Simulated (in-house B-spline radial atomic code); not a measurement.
Computed with a B-spline radial atomic code. Model: two electrons, singlet ground state, non-relativistic, full CI in B-splines with partial waves to l = 8 (at full coupling up to 3e-4 hartree above the limit, correlation up to 0.6 % small), density held at that of full coupling by Lieb maximisation.

Along the adiabatic connection the electron repulsion is scaled by a coupling λ while a local potential keeps the density fixed. At λ = 0 the system is the Kohn-Sham one and W equals the exchange energy; the exchange-correlation energy is the area under W between 0 and 1. The kinetic energy rises with λ as the electrons avoid each other, with dT/dλ = −λ dW/dλ.

Command:
```bash
python run_ac.py task.json out
```
Settings (lengths in bohr, energies in hartree):
```
potential              gauss
strength               2.17
lmax                   8
second                 2.06
```

Run time, properties included: 51 s on 1 thread of Intel(R) Xeon(R) Processor @ 2.30GHz (shared host).

**W = mean repulsion less Hartree energy, and W of three functionals.**

Given: confinement Gaussian well; well depth 2.17 hartree; well width 2.06 bohr; external potential -V exp(-r^2/w^2).

Computed: LDA exchange minus exact 87.223 millihartree; PBE exchange minus exact 23.47 millihartree.

```json
{"coupling": "0", "W xc (hartree)": "-0.59307", "W xc minus exchange (millihartree)": "0", "kinetic minus Kohn-Sham (millihartree)": "0", "LDA (PW92) W minus its exchange (millihartree)": "0", "PBE W minus its exchange (millihartree)": "0", "SCAN W minus its exchange (millihartree)": "0"}
{"coupling": "0.02", "W xc (hartree)": "?", "W xc minus exchange (millihartree)": "?", "kinetic minus Kohn-Sham (millihartree)": "?", "LDA (PW92) W minus its exchange (millihartree)": "?", "PBE W minus its exchange (millihartree)": "?", "SCAN W minus its exchange (millihartree)": "?"}
{"coupling": "0.05", "W xc (hartree)": "-0.59771", "W xc minus exchange (millihartree)": "-4.642", "kinetic minus Kohn-Sham (millihartree)": "0.12", "LDA (PW92) W minus its exchange (millihartree)": "-21.37", "PBE W minus its exchange (millihartree)": "-6.98", "SCAN W minus its exchange (millihartree)": "-4.55"}
{"coupling": "0.12", "W xc (hartree)": "-0.60392", "W xc minus exchange (millihartree)": "-10.849", "kinetic minus Kohn-Sham (millihartree)": "0.64", "LDA (PW92) W minus its exchange (millihartree)": "-39.82", "PBE W minus its exchange (millihartree)": "-15.78", "SCAN W minus its exchange (millihartree)": "-10.51"}
{"coupling": "0.25", "W xc (hartree)": "-0.61461", "W xc minus exchange (millihartree)": "-21.546", "kinetic minus Kohn-Sham (millihartree)": "2.61", "LDA (PW92) W minus its exchange (millihartree)": "-64.55", "PBE W minus its exchange (millihartree)": "-30.05", "SCAN W minus its exchange (millihartree)": "-20.66"}
{"coupling": "0.4", "W xc (hartree)": "-0.62575", "W xc minus exchange (millihartree)": "-32.688", "kinetic minus Kohn-Sham (millihartree)": "6.21", "LDA (PW92) W minus its exchange (millihartree)": "-86.03", "PBE W minus its exchange (millihartree)": "-44.16", "SCAN W minus its exchange (millihartree)": "-31.18"}
{"coupling": "0.6", "W xc (hartree)": "-0.63889", "W xc minus exchange (millihartree)": "-45.826", "kinetic minus Kohn-Sham (millihartree)": "12.75", "LDA (PW92) W minus its exchange (millihartree)": "-108.43", "PBE W minus its exchange (millihartree)": "-60.22", "SCAN W minus its exchange (millihartree)": "-43.63"}
{"coupling": "0.8", "W xc (hartree)": "-0.65038", "W xc minus exchange (millihartree)": "-57.311", "kinetic minus Kohn-Sham (millihartree)": "20.77", "LDA (PW92) W minus its exchange (millihartree)": "-126.48", "PBE W minus its exchange (millihartree)": "-73.95", "SCAN W minus its exchange (millihartree)": "-54.62"}
{"coupling": "1", "W xc (hartree)": "-0.66049", "W xc minus exchange (millihartree)": "-67.419", "kinetic minus Kohn-Sham (millihartree)": "29.84", "LDA (PW92) W minus its exchange (millihartree)": "-141.6", "PBE W minus its exchange (millihartree)": "-85.93", "SCAN W minus its exchange (millihartree)": "-64.42"}
{"coupling": "1.4", "W xc (hartree)": "-0.67742", "W xc minus exchange (millihartree)": "-84.355", "kinetic minus Kohn-Sham (millihartree)": "50.04", "LDA (PW92) W minus its exchange (millihartree)": "-165.97", "PBE W minus its exchange (millihartree)": "-105.97", "SCAN W minus its exchange (millihartree)": "-81.18"}
{"coupling": "2", "W xc (hartree)": "-0.69687", "W xc minus exchange (millihartree)": "-103.8", "kinetic minus Kohn-Sham (millihartree)": "82.8", "LDA (PW92) W minus its exchange (millihartree)": "-193.25", "PBE W minus its exchange (millihartree)": "-129.31", "SCAN W minus its exchange (millihartree)": "-101.05"}
{"coupling": "3", "W xc (hartree)": "-0.71944", "W xc minus exchange (millihartree)": "-126.38", "kinetic minus Kohn-Sham (millihartree)": "138.45", "LDA (PW92) W minus its exchange (millihartree)": "-224.98", "PBE W minus its exchange (millihartree)": "-157.38", "SCAN W minus its exchange (millihartree)": "-125.02"}
{"coupling": "4.5", "W xc (hartree)": "?", "W xc minus exchange (millihartree)": "?", "kinetic minus Kohn-Sham (millihartree)": "?", "LDA (PW92) W minus its exchange (millihartree)": "?", "PBE W minus its exchange (millihartree)": "?", "SCAN W minus its exchange (millihartree)": "?"}
{"coupling": "7", "W xc (hartree)": "-0.76196", "W xc minus exchange (millihartree)": "-168.9", "kinetic minus Kohn-Sham (millihartree)": "336.07", "LDA (PW92) W minus its exchange (millihartree)": "-288.44", "PBE W minus its exchange (millihartree)": "-215.54", "SCAN W minus its exchange (millihartree)": "-171.44"}
{"coupling": "10", "W xc (hartree)": "-0.77668", "W xc minus exchange (millihartree)": "-183.62", "kinetic minus Kohn-Sham (millihartree)": "459.34", "LDA (PW92) W minus its exchange (millihartree)": "-312.5", "PBE W minus its exchange (millihartree)": "-238.08", "SCAN W minus its exchange (millihartree)": "-186.67"}
```

(1) What belongs in the row 0.02?

(2) What belongs in the row 4.5?

(3) What is the SCAN exchange minus exact?

**Energy parts, natural occupations and partial-wave weights.**

Computed: total energy -1.1806 hartree; exchange energy -0.59307 hartree; correlation energy -0.037575 hartree; kinetic part over minus potential part 0.44267; Hartree energy 1.1861 hartree; Kohn-Sham kinetic 0.8112 hartree; Lieb Oxford ratio E_xc over LDA exchange 1.2467.

| natural | occupation of the shell (electrons) |
| --- | --- |
| s | 1.9631 |
| p | 0.031784 |
| s | 0.0036047 |
| d | 0.00088791 |
| p | ? |
| f | 0.00010368 |

(4) What belongs in the row p?

| wave | weight |
| --- | --- |
| s | 0.98341 |
| p | 0.016046 |
| d | ? |
| f | 5.8441e-05 |
| g | 1.28e-05 |

(5) What belongs in the row d?

(6) What is the initial slope twice GL2?

(7) What is the kinetic part of the DFT correlation energy?

## Answers

(1) W xc (hartree): -0.59494; W xc minus exchange (millihartree): -1.878; kinetic minus Kohn-Sham (millihartree): 0.02; LDA (PW92) W minus its exchange (millihartree): -10.67; PBE W minus its exchange (millihartree): -2.88; SCAN W minus its exchange (millihartree): -1.86.

(2) W xc (hartree): -0.74096; W xc minus exchange (millihartree): -147.9; kinetic minus Kohn-Sham (millihartree): 217.85; LDA (PW92) W minus its exchange (millihartree): -256.21; PBE W minus its exchange (millihartree): -185.73; SCAN W minus its exchange (millihartree): -148.56.

(3) 3.3731 millihartree.

(4) occupation of the shell (electrons): 0.00028924.

(5) weight: 0.00046956.

(6) -0.094629 hartree.

(7) 0.029844 hartree.

Half-way to full coupling W has made 58 % of its drop, against 50 % for a straight line, and second-order (GL2) theory, half the initial slope, overshoots the correlation energy by about 26 %: a moderate bend, as in light atoms. Over couplings 0 to 1 the errors in E_xc come to about +34 millihartree for LDA, +12 millihartree for PBE, +5.1 millihartree for SCAN, so SCAN is nearest. In LDA and PBE the errors of exchange and correlation have opposite signs, so the sum is smaller than the larger of the two.
